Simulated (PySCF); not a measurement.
**How methods differ on the ionisation energy of Mo**

Mo [Kr] 4d5 5s1 (7S) → Mo⁺ [Kr] 4d5 (6S), as a difference of total energies. Computed with PySCF 2.14 in aug-cc-pVDZ-PP with ECP28MDF (5s5p4d2f, 54 functions), with scalar relativity through the core potential. Correlated levels: valence: 4s2 4p6 frozen. The calculations carry no spin-orbit coupling.

```
           method  ionisation energy (eV)  error (eV)
              UHF                   6.256      -0.836
              LDA                   7.771      +0.679
              PBE                   7.513      +0.421
             PBE0                   7.245      +0.153
           r2SCAN                   7.563      +0.471
           PBEsol                   7.562      +0.470
            B3LYP                   7.266      +0.174
            HSE06                   7.272      +0.180
             BLYP                   7.311      +0.219
    MP2 (valence)                   6.788      -0.304
SCS-MP2 (valence)                   6.433      -0.659
```

Reference: 7.092 eV (measured; NIST Atomic Spectra Database, ionization energies).

Errors of the correlated levels include the incompleteness of this basis and the frozen core.
